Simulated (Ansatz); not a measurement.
```yaml
crystal:
  periodic: [false, false, false]
  atoms:
    - {symbol: C, position_ang: [-0.872973, -1.779057, -0.642108]}
    - {symbol: B, position_ang: [0.217584, -0.591508, -0.716580]}
    - {symbol: C, position_ang: [1.592004, -0.903782, 0.064269]}
    - {symbol: N, position_ang: [-0.499051, 0.766035, -0.068752]}
    - {symbol: C, position_ang: [-0.852651, 0.638196, 1.350282]}
    - {symbol: C, position_ang: [0.278274, 1.985682, -0.313767]}
    - {symbol: H, position_ang: [-0.524642, -2.622833, -1.246006]}
    - {symbol: H, position_ang: [-1.036517, -2.178753, 0.367193]}
    - {symbol: H, position_ang: [0.407404, 0.071694, -1.571365]}
    - {symbol: H, position_ang: [0.407404, -0.228306, -1.871365]}
    - {symbol: H, position_ang: [2.082677, -1.748601, -0.430110]}
    - {symbol: H, position_ang: [1.450915, -1.211209, 1.108671]}
    - {symbol: H, position_ang: [2.326959, -0.090247, 0.058021]}
    - {symbol: H, position_ang: [-1.363299, 0.836016, -0.599340]}
    - {symbol: H, position_ang: [0.063508, 0.524879, 1.927795]}
    - {symbol: H, position_ang: [-1.466784, -0.249242, 1.487837]}
    - {symbol: H, position_ang: [-1.393108, 1.521454, 1.699623]}
    - {symbol: H, position_ang: [1.219663, 1.913893, 0.228650]}
    - {symbol: H, position_ang: [-0.265582, 2.872034, 0.023115]}
    - {symbol: H, position_ang: [0.493413, 2.054762, -1.378336]}
basis:
  gaussian: {orbitals: pcseg-2, nuclear_model: gaussian}
magnetization: {spin_polarized: true, initial_magnetization: 2}
hamiltonian: {xc: {name: r2SCAN}}
correlation: {method: rpa}
```

```sh
$ ansatz run in.yaml --threads 4 --pin off --events-out ev --progress --plain --max-ram 11315MiB
```

Shortened log:

```
Functional definition: r2SCAN
2151 factors; integrals over basis functions are off by at most 1.1e-3 eV
mean field evaluation 1: about -6507.4550 eV, gradient 6.5e1 eV
mean field evaluation 2: about -6507.4511 eV, gradient 6.5e1 eV
mean field evaluation 4: about -6528.5017 eV, gradient 1.4e1 eV
mean field evaluation 8: about -6529.4712 eV, gradient 4.9e-1 eV
mean field evaluation 16: about -6529.4335 eV, gradient 5.4e-3 eV
a density is far from that of the atoms, so the factors are made again for it
2212 factors; integrals over basis functions are off by at most 1.0e-3 eV
mean field evaluation 96: about -6529.4329 eV, gradient 1.6e-4 eV
mean field -6529.43290525 eV, -239.9522334594 hartree, gradient 4.5e-6 eV, S^2 2.006026; 8 other end points of the search recorded, 0 dependent functions left out
6 core orbitals not correlated: weight in the atoms' cores, before any rotation towards them, 1.000 or more for the frozen orbitals, at most 0.000 for the correlated occupied ones
reference -6485.78170803 eV, -238.3480815495 hartree; 20, 18 occupied and 350, 352 virtual orbitals, 2212 factors
Total energy: -6532.55570895 eV, -240.0669943787 hartree
```

Problem. Something in this input is off. What?

Solution. One atom was put on top of another. Self-consistency was reached. The result belongs to that input, not to the molecule as meant.
